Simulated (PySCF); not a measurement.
Static response to an electric field

Species: sodium bromide, NaBr.
SMILES with atom numbers: `[Na:1][Br:2]`

Structure used (PBE0-D3(BJ)/def2-TZVP), in Å, numbered top down from 1:
```xyz
2
NaBr angstrom
Na     0.707   -0.831    0.641
Br    -0.689    0.802   -0.653
```

Level: CAM-B3LYP/aug-cc-pVTZ (PySCF), static field, nuclei fixed, core orbitals frozen in the response. The polarisability tensor in these axes (au):

```
x   41.20 -3.78  2.99
y   -3.78 42.39 -3.50
z    2.99 -3.50 40.74
```

What are the eigenvalues, a third of the trace, and Δα (Δα² = ½Σ(αi − αj)² over the three pairs)?

Principal values 37.97, 37.97 and 48.39 au; mean 41.44 au = 6.14 Å³ = 6.83 × 10⁻⁴⁰ C²·m²/J; Δα = 10.41 au (25 % of the mean).

What is the dipole moment, and where does it point?

(5.02, -5.88, 4.65) D, 9.03 D in size, pointing from the negative to the positive side. Measured along this direction, the outermost atoms are Br2 at the negative end and Na1 at the positive end.

Rayleigh depolarisation ratio (linearly polarised light, static tensor)?

ρ = 3Δα²/(45ᾱ² + 4Δα²) = 325.3/(77294 + 433.8) = 0.00419.

Traceless (Buckingham) quadrupole moment about the centre of nuclear charge: eigenvalues?

-8.49, -8.49, 16.98 D·Å. The values depend on the origin, since the dipole doesn't vanish. The electronic extent ⟨r²⟩ about the same centre is 233 bohr², a root-mean-square distance of 1.19 Å for the 46 electrons.

Refractivity n − 1 of an ideal gas of it at 273.15 K and 1 atm, from the electronic α?

N = p/kT = 2.6868 × 10¹⁹ cm⁻³, so n − 1 = 2π × N × 6.14 × 10⁻²⁴ cm³ = 1037 × 10⁻⁶ at long wavelengths.

Orientational against electronic polarisability at 350 K (dilute gas, rigid molecules)?

In Gaussian units μ²/3kT = 561.87 Å³ against 6.14 Å³, a ratio of 91.49; the Debye molar polarisation (4π/3)N_A(α + μ²/3kT) is 1432.8 cm³/mol, leaving out the vibrational part.

Sum over states: ᾱ = Σ f/ω², ω in Eh. What share falls to these 10 lowest TDDFT singlets (eV, f)? 3.74, 0.0169; 3.74, 0.0169; 4.39, 0.1256; 5.62, 0.0000; 5.62, 0.0000; 5.64, 0.0000; 5.85, 0.0813; 5.99, 0.0406; 5.99, 0.0407; 6.10, 0.0827.

They add up to 11.71 au, 28.2 % of the 41.44 au; the largest single term is 4.83 au, from the state at 4.39 eV. Terms in order: 0.90, 0.90, 4.83, 0.00, 0.00, 0.00, 1.76, 0.84, 0.84, 1.65 au. Higher excitations give the rest. The strengths listed sum to 0.405.

Geometry: PBE0-D3(BJ)/def2-TZVP; no solvent, vibrations or thermal averaging. The calculation is non-relativistic, for bromine too.
